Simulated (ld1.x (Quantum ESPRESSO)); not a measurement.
# technetium, TM: configuration errors across variants

* Element: technetium
* Generator: ld1.x (Quantum ESPRESSO) 7.5
* Type: norm-conserving Troullier–Martins (Kleinman–Bylander form)
* Functional: PBE
* Relativity: scalar-relativistic
* Frozen core: [Kr]
* Valence charge: 7
* Reference configuration: 4d5.5 5s1.5 5p0
* Partial waves: 5p (bound, empty): rc 3.85 bohr; 4d (bound): rc 1.35 bohr; 5s (bound): rc 2.45 bohr
* Local potential: the s channel
* Core correction: a·sin(br)/r model core inside 0.90 bohr

All-electron excitation energies from the reference (eV): (1) 4d5 5s2 5p0 0.634; (2) 4d5 5s1 5p0 8.787; (3) 4d5 5s0 5p0 23.639; (4) 4d6 5s0 5p0 6.799; (5) 4d4 5s2 5p1 7.240; (6) 4d4 5s2 5p0 12.277; (7) 4d5 5s0 5p1 13.370.

Tests that are not counted but printed errors over 1 eV. “local potential all-electron potential smoothed inside 1.25 bohr (lloc = -1)”: 4d4 5s2 5p1 (solver errors, printed error -311 eV); 4d4 5s2 5p0 (solver errors, printed error -203 eV); 1 more.

1 further variants failed, have other tests or too few solved ones, and are left out.

A true bound ghost makes a file unfit for plane-wave use even where its test errors are small: the radial tests pick states by their node count and pass the ghost by. Where a test does run into it, the solver fails or the error is huge.

Errors AE − PS in meV (a dash: test not solved or not reliable):

```tsv
change	(1)	(2)	(3)	(4)	(5)	(6)	(7)	bound ghosts
base	-32	-22	-55	-71	-353	-297	-33	none
core correction a·sin(br)/r model core inside 1.24 bohr	-31	-22	-55	-71	-352	-296	-33	none
wave 4d (bound): rc 1.35 bohr becomes 4d (bound): rc 2.08 bohr	-30	-21	-56	-67	-334	-280	-33	none
wave 5s (bound): rc 2.45 bohr becomes 5s (bound): rc 3.44 bohr	-20	-16	-88	-50	-256	-161	-64	none
all radii but the core radius scaled by about 0.89 (s 2.18, p 3.42, d 1.20 bohr)	-26	-18	-53	-61	-310	-230	-43	none
local potential all-electron potential smoothed inside 1.25 bohr (lloc = -1)	-18	-0.5	-26	-60	–	–	–	s, p
all radii but the core radius scaled by about 0.73 (s 1.80, p 2.82, d 1.00 bohr)	-1.1	+28	-56	-34	+87	+226	-63	p
all radii but the core radius scaled by about 0.93 (s 2.28, p 3.58, d 1.26 bohr)	-28	-19	-54	-64	-327	-254	-41	none
```

**Question.** Give the same row for: wave 5p (bound): rc 3.85 bohr becomes 5p (bound): rc 3.28 bohr.

**Answer.** -32, -22, –, -71, -363, -297, -42; bound ghosts: none.
